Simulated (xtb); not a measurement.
xtb input for C5H4BF, SMILES C1B(F)[C@@H](C=1)C#C, GFN2-xTB. 

```
$ xtb mol.xyz --gfn 2 --ohess tight --chrg 0 --uhf 0 --json
$ cat mol.xyz
11

C      2.35670000    -0.96120000    -0.44220000
C      1.26830000    -0.60280000     0.03840000
C      0.00200000    -0.20410000     0.60640000
C     -1.17440000    -0.55780000    -0.19430000
C     -1.49450000     0.68590000    -0.40030000
B     -0.37400000     1.25810000     0.35840000
F      0.11470000     2.58770000     0.84480000
H      3.24180000    -1.19640000    -0.92840000
H     -0.06130000    -0.61680000     1.63810000
H     -1.57410000    -1.50140000    -0.50450000
H     -2.37910000     1.13410000    -0.99180000
```

Log of the run:

```
[banner left out]
          |                Calculation Setup                |
           -------------------------------------------------



molecular fragmentation (1/2 indicates fragments):
11111121121
# atoms in fragment 1/2:     9     2
 fragment masses (1/2) :       73.89       20.01
CMA distance (Bohr)    :   4.910
constraining FC (au)   :  0.0500

           -------------------------------------------------
          |                 G F N 2 - x T B                 |
           -------------------------------------------------

        Reference                      10.1021/acs.jctc.8b01176
      * Hamiltonian:
        H0-scaling (s, p, d)           1.850000    2.230000    2.230000
        zeta-weighting                 0.500000
      * Dispersion:
        s8                             2.700000
        a1                             0.520000
        a2                             5.000000
        s9                             5.000000
      * Repulsion:
        kExp                           1.500000    1.000000
        rExp                           1.000000
      * Coulomb:
        alpha                          2.000000
        third order                    shell-resolved
        anisotropic                    true
        a3                             3.000000
        a5                             4.000000
        cn-shift                       1.200000
        cn-exp                         4.000000
        max-rad                        5.000000


          ...................................................
          :                      SETUP                      :
          :.................................................:
          :  # basis functions                  32          :
          :  # atomic orbitals                  32          :
          :  # shells                           18          :
          :  # electrons                        34          :
          :  max. iterations                   250          :
[...]
        20                         -0.1505716              -4.0973
        21                         -0.1411210              -3.8401
        22                          0.0673782               1.8335
        23                          0.0812078               2.2098
        24                          0.1199911               3.2651
        25                          0.1302209               3.5435
        26                          0.2080512               5.6614
        27                          0.2398546               6.5268
        28                          0.2855936               7.7714
       ...                                ...                  ...
        32                          1.4399745              39.1837
      -------------------------------------------------------------
                  HL-Gap            0.1223463 Eh            3.3292 eV
             Fermi-level           -0.3295478 Eh           -8.9675 eV

     #   Z          covCN         q      C6AA      α(0)
     1   6 C        1.909    -0.116    34.325     9.462
     2   6 C        1.964    -0.027    31.793     9.106
     3   6 C        3.899    -0.087    22.096     6.682
     4   6 C        3.359    -0.007    25.206     7.886
     5   6 C        2.938    -0.127    31.250     9.168
     6   5 B        2.991     0.391    15.725     6.615
     7   9 F        0.722    -0.244    11.712     4.041
     8   1 H        0.928     0.071     2.069     2.249
     9   1 H        0.924     0.059     2.206     2.323
    10   1 H        0.926     0.046     2.371     2.408
    11   1 H        0.926     0.040     2.443     2.444

 Mol. C6AA /au·bohr⁶  :       1605.476647
 Mol. C8AA /au·bohr⁸  :      41460.550206
 Mol. α(0) /au        :         62.384085


Wiberg/Mayer (AO) data.
largest (>0.10) Wiberg bond orders for each atom

 ---------------------------------------------------------------------------
     #   Z sym  total        # sym  WBO       # sym  WBO       # sym  WBO
 ---------------------------------------------------------------------------
     1   6 C    3.972 --     2 C    2.868     8 H    0.972
     2   6 C    3.978 --     1 C    2.868     3 C    1.061
     3   6 C    3.972 --     2 C    1.061     4 C    0.976     9 H    0.933
                             6 B    0.903
     4   6 C    3.966 --     5 C    1.807     3 C    0.976    10 H    0.963
                             6 B    0.146
     5   6 C    3.959 --     4 C    1.807     6 B    1.072    11 H    0.973
     6   5 B    3.307 --     7 F    1.108     5 C    1.072     3 C    0.903
                             4 C    0.146
     7   9 F    1.211 --     6 B    1.108
     8   1 H    0.994 --     1 C    0.972
     9   1 H    0.996 --     3 C    0.933
    10   1 H    0.998 --     4 C    0.963
    11   1 H    0.997 --     5 C    0.973
 ---------------------------------------------------------------------------

Topologies differ in total number of bonds
Writing topology from bond orders to xtbtopo.mol

molecular dipole:
                 x           y           z       tot (Debye)
 q only:       -0.472      -0.346       0.107
   full:       -0.458      -0.508      -0.053       1.743
molecular quadrupole (traceless):
                xx          xy          yy          xz          yz          zz
 q only:        1.372      -1.134      -3.239      -0.633      -0.098       1.867
  q+dip:        4.141      -2.748      -4.783      -1.340       0.377       0.641
   full:        2.305      -1.679      -4.763      -1.265      -0.039       2.457

           -------------------------------------------------
          |                Geometry Summary                 |
           -------------------------------------------------

      molecular mass/u    :       93.8948737
   center of mass at/Å    :        0.1023619       0.4257787       0.1114560
  moments of inertia/u·Å² :        0.1157779E+03   0.2229564E+03   0.3136223E+03
rotational constants/cm⁻¹ :        0.1456032E+00   0.7560954E-01   0.5375137E-01

 * 9 selected distances

     #   Z          #   Z                                           value/Å
     1   6 C        2   6 C                                       1.1978839
     4   6 C        5   6 C                                       1.3463588
     3   6 C        6   5 B                                       1.6240526 (max)
     5   6 C        6   5 B                                       1.5359865
     6   5 B        7   9 F                                       1.3141308
     1   6 C        8   1 H                                       1.0489672 (min)
     3   6 C        9   1 H                                       1.0920857
     4   6 C       10   1 H                                       1.0782332
     5   6 C       11   1 H                                       1.0760353

 * 4 distinct bonds (by element types)

   Z      Z             #   av. dist./Å        max./Å        min./Å
   1 H    6 C           4     1.0738304     1.0920857     1.0489672
   5 B    6 C           2     1.5800196     1.6240526     1.5359865
   6 C    6 C           2     1.2721214     1.3463588     1.1978839
   5 B    9 F           1     1.3141308     1.3141308     1.3141308

           -------------------------------------------------
          |               Frequency Printout                |
           -------------------------------------------------
 projected vibrational frequencies (cm⁻¹)
eigval :       -0.00    -0.00    -0.00     0.00     0.00     0.00
eigval :       77.60   112.71   175.73   296.70   369.68   457.16
eigval :      543.44   601.49   642.80   663.20   757.98   830.58
eigval :      880.09   974.64   988.20  1036.58  1069.38  1097.49
eigval :     1215.09  1263.31  1393.97  1571.33  2278.30  2943.36
eigval :     3079.41  3116.59  3395.11
 reduced masses (amu)
   1: 10.51   2: 14.03   3: 12.59   4: 15.58   5: 11.79   6: 12.12   7: 12.18   8: 12.06
   9: 10.14  10: 13.08  11: 11.09  12: 10.56  13: 11.28  14: 11.36  15:  4.16  16:  3.27
  17:  9.11  18:  5.10  19:  4.17  20:  8.66  21: 10.36  22:  1.89  23:  4.47  24:  6.66
  25:  4.87  26:  8.08  27: 12.02  28: 11.36  29: 11.04  30:  1.77  31:  1.85  32:  1.95
  33:  2.53
 IR intensities (km·mol⁻¹)
   1:  0.33   2:  0.25   3:  0.11   4:  0.59   5:  0.04   6:  0.10   7:  0.64   8:  0.55
   9:  0.51  10:  4.86  11:  9.04  12:  4.48  13: 13.14  14: 50.48  15: 21.25  16:  9.58
  17: 50.40  18:  5.10  19:  2.96  20:  2.56  21: 33.98  22:  9.53  23: 13.43  24: 17.88
  25:  2.64  26: 12.54  27:521.72  28: 10.26  29: 13.61  30: 29.55  31: 30.97  32: 47.24
  33:  3.39
 Raman intensities (Ä⁴*amu⁻¹)
Molecule has no symmetry elements
It seems to be the C1 point group
   1:  0.00   2:  0.00   3:  0.00   4:  0.00   5:  0.00   6:  0.00   7:  0.00   8:  0.00
   9:  0.00  10:  0.00  11:  0.00  12:  0.00  13:  0.00  14:  0.00  15:  0.00  16:  0.00
  17:  0.00  18:  0.00  19:  0.00  20:  0.00  21:  0.00  22:  0.00  23:  0.00  24:  0.00
  25:  0.00  26:  0.00  27:  0.00  28:  0.00  29:  0.00  30:  0.00  31:  0.00  32:  0.00
  33:  0.00
 output can be read by thermo (or use thermo option).
 writing <g98.out> molden fake output.
 recommended (thermochemical) frequency scaling factor: 1.0
           -------------------------------------------------
          |             Thermodynamic Functions             |
           -------------------------------------------------

c1  symmetry found (for desy threshold:  0.10E+00) used in thermo

          ...................................................
          :                      SETUP                      :
          :.................................................:
          :  # frequencies                          27      :
          :  # imaginary freq.                       0      :
          :  linear?                             false      :
          :  only rotor calc.                    false      :
          :  symmetry                               c1      :
          :  rotational number                       1      :
          :  scaling factor                  1.0000000      :
          :  rotor cutoff                   50.0000000 cm⁻¹ :
          :  imag. cutoff                  -20.0000000 cm⁻¹ :
          :.................................................:

    mode    ω/cm⁻¹     T·S(HO)/kcal·mol⁻¹    T·S(FR)/kcal·mol⁻¹   T·S(vib)
   ------------------------------------------------------------------------
       1     77.60    -1.17786 ( 85.30%)    -0.92603 ( 14.70%)    -1.14084
       2    112.71    -0.96054 ( 96.27%)    -0.81556 (  3.73%)    -0.95514
       3    175.73    -0.70761 ( 99.35%)    -0.68407 (  0.65%)    -0.70746
       4    296.70    -0.42798 ( 99.92%)    -0.52896 (  0.08%)    -0.42806
   ------------------------------------------------------------------------

   temp. (K)  partition function   enthalpy   heat capacity  entropy
                                   cal/mol     cal/K/mol   cal/K/mol   J/K/mol
 298.15  VIB   32.6                 2607.044     18.287     15.528
         ROT  0.217E+06              888.752      2.981     27.403
         INT  0.709E+07             3495.796     21.268     42.931
         TR   0.880E+27             1481.254      4.968     39.512
         TOT                        4977.0503    26.2359    82.4430   344.9415

       T/K    H(0)-H(T)+PV         H(T)/Eh          T*S/Eh         G(T)/Eh
   ------------------------------------------------------------------------
    298.15    0.793143E-02    0.804499E-01    0.391713E-01    0.412786E-01
   ------------------------------------------------------------------------

         :::::::::::::::::::::::::::::::::::::::::::::::::::::
         ::                  THERMODYNAMIC                  ::
         :::::::::::::::::::::::::::::::::::::::::::::::::::::
         :: total free energy         -18.564654219072 Eh   ::
         ::.................................................::
         :: total energy              -18.605932779451 Eh   ::
         :: zero point energy           0.072518456961 Eh   ::
         :: G(RRHO) w/o ZPVE           -0.031239896583 Eh   ::
         :: G(RRHO) contrib.            0.041278560379 Eh   ::
         :::::::::::::::::::::::::::::::::::::::::::::::::::::

optimized geometry written to: xtbopt.xyz


           -------------------------------------------------
          | TOTAL ENERGY              -18.605932779451 Eh   |
          | TOTAL ENTHALPY            -18.525482887940 Eh   |
          | TOTAL FREE ENERGY         -18.564654219072 Eh   |
          | GRADIENT NORM               0.000763690122 Eh/α |
          | HOMO-LUMO GAP               3.329212460983 eV   |
           -------------------------------------------------

------------------------------------------------------------------------
Note: The following floating-point exceptions are signalling: IEEE_UNDERFLOW_FLAG IEEE_DENORMAL
normal termination of xtb
------------------------------------------------------------------------
 total:
 SCF:
 ANC optimizer:
 analytical hessian:
```

The run converged.

Cost: about 0.4 core-seconds (a rough figure).
